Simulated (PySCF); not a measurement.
CF2I, SMILES F[C](F)I (connectivity only; charge and spin as stated), charge +1, multiplicity 1. Atoms are numbered in the order given.

```xyz
4

F      0.0000     1.0581    -1.9089
C      0.0000     0.0000    -1.2287
F      0.0000    -1.0581    -1.9089
I      0.0000     0.0000     0.7874
```
Charge +1, spin multiplicity 1.

The structure is a stationary point at B3LYP-D3(BJ)/def2-SVP. The multiplicity is an assumed one; other spin states were not compared. The isomer is the one that the SMILES or the coordinates give; other isomers of the formula were not compared. The def2 effective core potentials stand for the cores of I; spin–orbit coupling is left out.

These are B3LYP-D3(BJ)/def2-SVP (PySCF 2.14.0) values and carry that method's errors.

Frequencies are harmonic and unscaled.

Computed harmonic wavenumbers and intensities:
| mode | ν (cm⁻¹) | IR (km/mol) | Raman (Å⁴/amu) | depolarisation | moving atoms (share of kinetic energy) |
|---|---|---|---|---|---|
| 1 | 307 | 1.1 | 2.5 | 0.75 | F 79 %, C 16 % |
| 2 | 351 | 0.8 | 4.2 | 0.29 | F 67 %, I 27 % |
| 3 | 568 | 7.0 | 4.0 | 0.75 | C 85 %, F 15 % |
| 4 | 720 | 31.9 | 6.1 | 0.10 | F 77 %, C 21 % |
| 5 | 1366 | 632.1 | 3.5 | 0.28 | C 65 %, F 35 % |
| 6 | 1508 | 267.3 | 0.4 | 0.75 | C 70 %, F 30 % |
